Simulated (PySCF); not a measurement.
SMILES [SiH2](C#C)CC=C (C5H8Si), GFN2-xTB optimised geometry.

```
14

C      1.13    -3.88     2.28
C      1.54    -2.77     2.07
Si     2.16    -1.07     1.71
C      1.47    -0.55     0.00
C     -0.02    -0.55     0.00
C     -0.77     0.54     0.00
H      0.76    -4.85     2.47
H      3.63    -1.10     1.66
H      1.67    -0.16     2.75
H      1.84     0.44    -0.26
H      1.84    -1.25    -0.75
H     -0.48    -1.53     0.03
H     -1.84     0.49     0.02
H     -0.34     1.53    -0.03
```

Density from B3LYP/def2-TZVP run with PySCF 2.14.0 at that geometry.

Minimum of the electron density along straight lines between bonded atoms, close to the bond critical point (lines longer than 1.1 times the sum of covalent radii, or with two minima, are not listed):

```json
[
 {"bond": "C1–C2", "length / Å": "1.202", "ρ at the minimum / e bohr⁻³": "0.428", "∇²ρ there / e bohr⁻⁵": "-1.33", "position (fraction from the first atom)": "0.53"},
 {"bond": "C2–Si3", "length / Å": "1.851", "ρ at the minimum / e bohr⁻³": "0.115", "∇²ρ there / e bohr⁻⁵": "0.28", "position (fraction from the first atom)": "0.61"},
 {"bond": "Si3–C4", "length / Å": "1.914", "ρ at the minimum / e bohr⁻³": "0.116", "∇²ρ there / e bohr⁻⁵": "0.11", "position (fraction from the first atom)": "0.39"},
 {"bond": "C4–C5", "length / Å": "1.486", "ρ at the minimum / e bohr⁻³": "0.265", "∇²ρ there / e bohr⁻⁵": "-0.70", "position (fraction from the first atom)": "0.50"},
 {"bond": "C5–C6", "length / Å": "1.321", "ρ at the minimum / e bohr⁻³": "0.362", "∇²ρ there / e bohr⁻⁵": "-1.14", "position (fraction from the first atom)": "0.51"},
 {"bond": "C1–H7", "length / Å": "1.053", "ρ at the minimum / e bohr⁻³": "0.300", "∇²ρ there / e bohr⁻⁵": "-1.15", "position (fraction from the first atom)": "0.66"},
 {"bond": "Si3–H8", "length / Å": "1.469", "ρ at the minimum / e bohr⁻³": "0.125", "∇²ρ there / e bohr⁻⁵": "0.17", "position (fraction from the first atom)": "0.49"},
 {"bond": "Si3–H9", "length / Å": "1.467", "ρ at the minimum / e bohr⁻³": "0.126", "∇²ρ there / e bohr⁻⁵": "0.17", "position (fraction from the first atom)": "0.49"},
 {"bond": "C4–H10", "length / Å": "1.091", "ρ at the minimum / e bohr⁻³": "0.276", "∇²ρ there / e bohr⁻⁵": "-0.93", "position (fraction from the first atom)": "0.64"},
 {"bond": "C4–H11", "length / Å": "1.092", "ρ at the minimum / e bohr⁻³": "0.275", "∇²ρ there / e bohr⁻⁵": "-0.92", "position (fraction from the first atom)": "0.64"},
 {"bond": "C5–H12", "length / Å": "1.083", "ρ at the minimum / e bohr⁻³": "0.288", "∇²ρ there / e bohr⁻⁵": "-1.03", "position (fraction from the first atom)": "0.64"},
 {"bond": "C6–H13", "length / Å": "1.077", "ρ at the minimum / e bohr⁻³": "0.289", "∇²ρ there / e bohr⁻⁵": "-1.03", "position (fraction from the first atom)": "0.64"},
 {"bond": "C6–H14", "length / Å": "1.078", "ρ at the minimum / e bohr⁻³": "0.287", "∇²ρ there / e bohr⁻⁵": "-1.02", "position (fraction from the first atom)": "0.64"}
]
```
